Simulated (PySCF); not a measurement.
GeH₆O₂Si.

```xyz
10

O      1.8387     0.2623     0.5143
Ge     0.5862    -0.7795    -0.1824
O     -0.8435     0.2113    -0.5276
Si    -1.7246     1.3156     0.3458
H      2.1660     0.9273    -0.1011
H      1.0046    -1.3625    -1.5388
H      0.2700    -1.7946     0.9191
H     -3.0753     1.4285    -0.2754
H     -1.0688     2.6589     0.3271
H     -1.8717     0.8776     1.7695
```

The structure is a stationary point at PBE0-D3(BJ)/def2-SVP. This is a generated structure with no PubChem entry under its InChIKey; it may be hypothetical. The values are those of a single conformer.

Method: PBE/pcSseg-1 (PySCF). Non-relativistic, no solvent.

Computed absolute GIAO shielding of each atom: isotropic value and principal components (ppm):
```json
[
 {"atom": "O1", "σ(iso)": "266.1", "σ11": "209.1", "σ22": "274.5", "σ33": "314.6", "span": "105.5"},
 {"atom": "Ge2", "σ(iso)": "1257.6", "σ11": "1198.0", "σ22": "1248.9", "σ33": "1325.9", "span": "127.9"},
 {"atom": "O3", "σ(iso)": "277.4", "σ11": "198.4", "σ22": "275.7", "σ33": "358.0", "span": "159.6"},
 {"atom": "Si4", "σ(iso)": "371.3", "σ11": "322.6", "σ22": "329.6", "σ33": "461.7", "span": "139.2"},
 {"atom": "H5", "σ(iso)": "29.8", "σ11": "22.6", "σ22": "25.2", "σ33": "41.6", "span": "19.1"},
 {"atom": "H6", "σ(iso)": "25.3", "σ11": "18.8", "σ22": "20.4", "σ33": "36.8", "span": "18.0"},
 {"atom": "H7", "σ(iso)": "25.7", "σ11": "19.5", "σ22": "20.8", "σ33": "36.7", "span": "17.2"},
 {"atom": "H8", "σ(iso)": "26.0", "σ11": "22.8", "σ22": "24.1", "σ33": "31.1", "span": "8.3"},
 {"atom": "H9", "σ(iso)": "25.9", "σ11": "22.4", "σ22": "24.4", "σ33": "31.0", "span": "8.6"},
 {"atom": "H10", "σ(iso)": "25.8", "σ11": "22.7", "σ22": "24.2", "σ33": "30.7", "span": "8.0"}
]
```
